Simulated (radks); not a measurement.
The indium ion In35+, configuration [Ne] 3s2 3p2.

Method: scalar-relativistic Kohn-Sham, PBE, spin-polarised, spherical densities, finite nucleus; open shells are filled with parallel spins first (spin-orbit coupling, left out, can overturn this in heavy ions); Fermi nuclear charge, rms radius 4.6156 fm; computed with a radial shooting solver on a logarithmic mesh with Libxc functionals.

Energy parts (eV):
total: -132677.399
kinetic: 139305.357
electron-nucleus: -287777.045
Hartree: 18367.051
exchange-correlation: -2572.761

Orbitals (lengths in bohr, moments of r in powers of bohr; r(90%) holds 90 % of the orbital's charge):
orbital,occ.,eigenvalue (eV),r(90%)
1s up,1,-29777.56,0.0533
1s down,1,-29773.25,0.0533
2s up,1,-6088.952,0.195
2s down,1,-6085.539,0.195
2p up,3,-5683.920,0.179
2p down,3,-5679.165,0.179
3s up,1,-2381.370,0.448
3s down,1,-2364.854,0.449
3p up,2,-2253.444,0.442
3p down,0,-2237.014,0.443

The highest occupied level is 3p up at -2253.4 eV. For comparison, the ionisation energy in NIST's Atomic Spectra Database is 2317 eV (semi-empirical). In exact Kohn-Sham theory the highest level is minus the ionisation energy, but local and semilocal functionals leave it too shallow, through self-interaction and a potential that decays too fast; potentials with the right tail come closer. The density falls to 0.001 e/bohr^3 at r = 0.84 bohr. The spin density at the nucleus is -8.45 e/bohr^3 (1s -15.58, 2s -0.57, 3s 7.70). Spin moment in Bohr magnetons: 2. The electron density at the nucleus is 1.806e+05 e/bohr^3 (large components only). Summed over all electrons, <r^2> = 0.5524 bohr^2, which gives a Langevin (diamagnetic) susceptibility term of -0.438 x 10^-6 cm^3/mol.
